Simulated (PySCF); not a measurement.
**Electron correlation in Ar (argon, neutral)**

[Ar], closed-shell 1S. Computed with PySCF 2.14 in jorge-DZP-DKH (7s4p1d, 24 functions), with scalar relativity by spin-free X2C-1e. Frozen: [Ne]; 8 electrons correlated.

MP2 pair energies summed by pair of shells (mhartree):

```json
{"pair": "3p-3p", "energy": "-118.20", "share (%)": "78.6"}
{"pair": "3s-3p", "energy": "-25.14", "share (%)": "16.7"}
{"pair": "3s-3s", "energy": "-7.03", "share (%)": "4.7"}
```

Total MP2 correlation energy: -150.37 mhartree.

Same-spin part -40.99 and opposite-spin part -109.38 mhartree; SCS-MP2 scales them by 1/3 and 6/5 to -144.91 mhartree.

| level | correlation energy (mhartree) |
| --- | --- |
| CCSD | -161.42 |
| (T) | -1.37 |
| CCSD(T) | -162.79 |

Diagnostics: T1 = 0.0014, D1 = 0.0022, largest double amplitude 0.043.

Cost of the coupled-cluster step: 0.04 s of wall time on 1 thread of Intel(R) Xeon(R) Platinum 8559C (shared host), for 8 correlated electrons.

Iterations:

```
CC2 = 0
CCSD nocc = 4, nmo = 19
frozen orbitals [0, 1, 2, 3, 4]
max_cycle = 100
direct = 0
conv_tol = 1e-08
conv_tol_normt = 1e-06
diis_space = 8
diis_start_cycle = 0
Init t2, MP2 energy = -528.762449830525  E_corr(MP2) -0.150368853260286
Init E_corr(CCSD) = -0.150368853266152
cycle = 1  E_corr(CCSD) = -0.159825844795407  dE = -0.00945699153  norm(t1,t2) = 0.0161669
cycle = 2  E_corr(CCSD) = -0.161038820002645  dE = -0.00121297521  norm(t1,t2) = 0.00365077
cycle = 3  E_corr(CCSD) = -0.161419209496363  dE = -0.000380389494  norm(t1,t2) = 0.00108388
cycle = 4  E_corr(CCSD) = -0.161418595696899  dE = 6.13799464e-07  norm(t1,t2) = 6.74529e-05
cycle = 5  E_corr(CCSD) = -0.161418229803986  dE = 3.65892913e-07  norm(t1,t2) = 9.56663e-06
cycle = 6  E_corr(CCSD) = -0.16141833782219  dE = -1.08018204e-07  norm(t1,t2) = 1.42536e-06
cycle = 7  E_corr(CCSD) = -0.161418345267984  dE = -7.44579404e-09  norm(t1,t2) = 2.43623e-07
CCSD converged
E(CCSD) = -528.7734993225324  E_corr = -0.1614183452679845
CCSD(T) correction = -0.0013707117480076
```
